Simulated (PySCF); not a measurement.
# Sr²⁺ (strontium, charge +2): UHF calculation

Configuration: [Kr], closed-shell 1S. Calculation: PySCF 2.14, in cc-pVDZ-X2C (6s5p3d, 36 functions); the spin-free X2C one-electron Hamiltonian (Gaussian nucleus).

```json
{"Total energy": "-3176.786554 hartree", "One-electron energy": "-4377.8851 hartree", "Hartree (Coulomb) energy": "1304.8582 hartree", "Exchange energy": "-103.7597 hartree", "⟨S²⟩": "0.0000", "⟨L²⟩": "0.000", "Sum of ⟨r⟩": "22.31 bohr", "Sum of ⟨r²⟩": "26.34 bohr²", "Langevin diamagnetic susceptibility": "-20.9 ×10⁻⁶ cm³/mol", "Time after the integrals": "0.06 s of wall time on 1 thread of Neoverse-V1 (shared host)"}
```

```csv
shell,electrons,mean orbital energy (eV),"rms radius, mean of both spins (bohr)"
1s,2,-16211.3,0.0450
2s,2,-2275.3,0.187
2p,6,-2017.9,0.166
3s,2,-393.36,0.523
3p,6,-307.65,0.535
3d,10,-165.70,0.547
4s,2,-66.275,1.45
4p,6,-43.076,1.66
```

Densities and radii are taken from the X2C orbitals without a picture-change correction, which distorts them close to the nucleus.
